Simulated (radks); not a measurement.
All-electron atom: Sb III in [Kr] 4d10 5s2 5p1 (the NIST ground configuration). All-electron calculation, scalar-relativistic Kohn-Sham, PBE, spin-polarised, spherical densities, finite nucleus; open shells are filled with parallel spins first (spin-orbit coupling, left out, can overturn this in heavy ions); Fermi nuclear charge, rms radius 4.6802 fm. Program: a radial shooting solver on a logarithmic mesh with Libxc functionals.

Local quantities along the radius. ELF = 1/(1 + alpha^2) is the electron localisation function; alpha = (tau - tau_W)/tau_unif compares the Pauli kinetic energy density with that of the uniform gas (summed over spins). tau is taken from the large components.

r (bohr)	ELF	alpha
0.001511	0.999	0.02337
0.002	0.999	0.02423
0.002667	0.999	0.02602
0.003557	0.999	0.02913
0.004745	0.999	0.03434
0.006328	0.998	0.04318
0.008373	0.997	0.05835
0.01117	0.992	0.08800
0.0149	0.978	0.1506
0.01987	0.919	0.2968
0.02629	0.715	0.6319
0.03506	0.396	1.236
0.04676	0.332	1.418
0.06237	0.559	0.8881
0.08318	0.748	0.5810
0.1101	0.673	0.6970
0.1468	0.360	1.333
0.1958	0.419	1.177
0.2611	0.727	0.6125
0.3455	0.714	0.6329
0.4608	0.243	1.766
0.6146	0.411	1.198
0.8198	0.765	0.5547
1.093	0.637	0.7546
1.447	0.336	1.404
1.93	0.324	1.446
2.574	0.573	0.8634
3.432	0.482	1.037
4.542	0.101	2.981
6.057	0.003	17.26

On this mesh the ELF has minima near r = 0.040, 0.17, 0.53, 1.7 bohr, which separate the shells, and maxima near 0.095 (0.75), 0.30 (0.77), 0.82 (0.76), 3.0 (0.59).
